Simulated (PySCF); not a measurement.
Calculation: PySCF with B3LYP-D3(BJ)/def2-TZVP // PBE0-D4/def2-TZVP. Isolated molecules, 0 K electronic values unless said otherwise. One relaxed conformer stands for a flexible species; it need not be the lowest. B3LYP has the VWN-RPA correlation part, as in Gaussian. Delta-SCF ions had no search for a lower state. Excitations are Tamm–Dancoff values on a coarser integration grid. The basis has no diffuse functions, so Rydberg states are missing or too high.

Reference species (SMILES): `C[C@H](B)O` (neutral, multiplicity 1).

```
Item                                      Result
--------------------------------------  --------
vertical ionisation energy (Delta-SCF)  10.18 eV
S1 oscillator strength                     0.013
S1 excitation (TDA)                      4.61 eV
```

Changed species: `O(B)CC` (B–O–C–C torsion 115°).

Task: Give the shifts of the vertical ionisation energy (Delta-SCF), S1 oscillator strength and S1 excitation (TDA).

Result: the vertical ionisation energy (Delta-SCF) increases by 0.74 eV, to 10.92 eV; the S1 oscillator strength decreases by 0.013, to 0.000; the S1 excitation (TDA) rises by 1.68 eV, to 6.29 eV.
